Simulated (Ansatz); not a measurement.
System: H2S2, charge 1, doublet. H2S2+ (parent SMILES SS, doublet).
B3LYP-D3(BJ)/def2-TZVP minimum from Ansatz (an electronic-structure program):
```
S
H 1 1.3557
S 1 2.0074 2 93.90
H 3 1.3557 1 93.90 2 180.00
```
Charge +1, spin multiplicity 2.

Total energies in cc-pV(D+d)Z, 13 correlated electrons, 10 frozen orbitals. UHF or UKS for unpaired electrons; spin-orbit terms are left out. Cores are frozen in correlated methods. No relativity. The UHF reference of H2S2+ (parent SMILES SS, doublet) is spin-contaminated (<S^2> up to 0.03 over the pure value in the sets run). The spin of H2S2+ (parent SMILES SS, doublet) was assumed, and the state is the lowest solution found for it.

| method | program | energy (Eh) | minus CCSDT(Q) (mEh) |
|---|---|---|---|
| HF | Ansatz | -795.92531 | 307.93 |
| MP2 | Ansatz | -796.18510 | 48.15 |
| CCSD | Ansatz | -796.22075 | 12.50 |
| CCSD(T) | Ansatz | -796.23130 | 1.94 |
| CCSDT(Q) | Ansatz | -796.23324 | 0.00 |

Rough core times of Ansatz's runs on a shared machine: CCSD(T) under 20 s, CCSDT(Q) 3 min.
